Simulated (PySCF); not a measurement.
Work out the structure from these simulated measurements.

Elements present: B, C, H, N and O. Monoisotopic mass: 143.1289 u.

| Item | Value |
| --- | --- |
| Valence photoelectron | vertical ionisation energy: 9.44 eV [ΔSCF CAM-B3LYP/def2-SVPD] |
| Rotational structure | rotational constants A, B, C: 1.848, 1.139, 0.840 GHz [PBE0-D3(BJ)/def2-SVP] |
| NMR, other nuclei | isotropic shieldings of nuclei other than C and H, by class: 71 (1 B), 105 (1 B), 194 (1 N), 206 (2 O) ppm [GIAO PBE0/pcSseg-1] |
| UV, first state | lowest singlet excitation: 6.93 eV (179 nm, f = 0.007) [TDDFT CAM-B3LYP/def2-SVPD] |
| 13C NMR | chemical shifts (computed TMS as zero) by class: 60.3 (1 C), 51.0 (1 C), 43.4 (1 C), 28.8 (1 C), 9.6 (1 C) ppm [GIAO PBE0/pcSseg-1] |
| Polarisability | 101.3 au [CAM-B3LYP/def2-SVPD] |

Electronic properties: PySCF, gas phase, density fitting. Levels stand in brackets. One conformer (not necessarily the lowest) at the PBE0-D3(BJ)/def2-SVP geometry, without solvent, vibrations or thermal averaging. Each NMR value is the plain mean over a class of atoms that symmetry, rotation or inversion makes alike.

Task: Which formula fits the mass and the elements?

Result: C5H15B2NO2 (calculated 143.1289). No other formula that holds each of these elements comes within 0.0003 u with a fitting electron parity and a possible valence count.

Task: Propose a structure and show how it fits.

Result: Numbering: `[CH3:1][N+:2]1([CH3:3])[BH2-:4][CH2:5][CH2:6][C@H:7]1[B:8]([OH:9])[OH:10]`. 5 carbons fall into 5 classes; from least to most shielded: ring sp3 carbon bound to nitrogen [C7] (60.3 ppm), N-methyl carbon [C3] (51.0 ppm), N-methyl carbon [C1] (43.4 ppm), ring CH2 carbon [C6] (28.8 ppm), ring sp3 carbon bound to boron [C5] (9.6 ppm). The other shieldings belong to: 71 ppm, three-coordinate boron [B8]; 105 ppm, four-coordinate boron [B4]; 194 ppm, nitrogen bonded to B and 3 C [N2]; 206 ppm, boron-bound oxygen [O9/O10]. The first electron is taken from the HOMO, whose largest Löwdin shares are 0.33 on the four-coordinate boron, 0.24 on a B–H hydrogen, 0.13 on a B–H hydrogen and 0.11 on the sp3 carbon bound to boron. The optimised geometry has point group C1 and is an asymmetric top. Structure: `C[N+]1(C)[BH2-]CC[C@H]1B(O)O`. The assignments are read from this structure; whether some other isomer fits the data as well wasn't checked. The mirror image fits equally.
